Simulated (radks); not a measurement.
Task: Calculated with a radial shooting solver on a logarithmic mesh with Libxc functionals: non-relativistic Kohn-Sham, LDA (Slater exchange, Perdew-Wang correlation), spin-polarised, spherical densities, point nucleus; open shells are filled with parallel spins first (spin-orbit coupling, left out, can overturn this in heavy ions). Response by self-consistent Sternheimer equations with the Hartree and adiabatic LDA kernel. For heavy and open-shell atoms this level of theory can miss by tens of per cent. Rank Ru, K, Ag, Xe3+, Cd, Ar+, Be2+, Rh+, C+ (NIST ground configurations) by static dipole polarisability, largest first.

Result: K 259.9, Ru 63.45, Ag 53.70, Cd 52.80, Rh+ 13.42, Xe3+ 9.951, Ar+ 7.097, C+ 6.107, Be2+ 0.05667 bohr^3.
